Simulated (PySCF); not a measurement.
Vertical excitations of a molecule C₃H₄O₂Si from TDDFT-PBE/def2-SVPD (PySCF), as energy in eV (oscillator strength): 3.82 (0.000), 5.24 (0.040), 5.58 (0.023), 5.80 (0.002), 6.01 (0.001), 6.02 (0.187), 6.37 (0.000), 6.51 (0.000), 6.82 (0.042), 6.84 (0.000). Lowest triplet (TDA): 3.46 eV. Coordinates come from a PBE0-D3(BJ)/def2-SVP optimisation. Other conformers were not sampled.

Which structure fits?
(A) O=C1OC=C[SiH2]1
(B) O=C1C=C[SiH2]O1
(C) C#C[SiH]1OCO1
(D) C#C[SiH2]C(=O)O

B, O=C1C=C[SiH2]O1
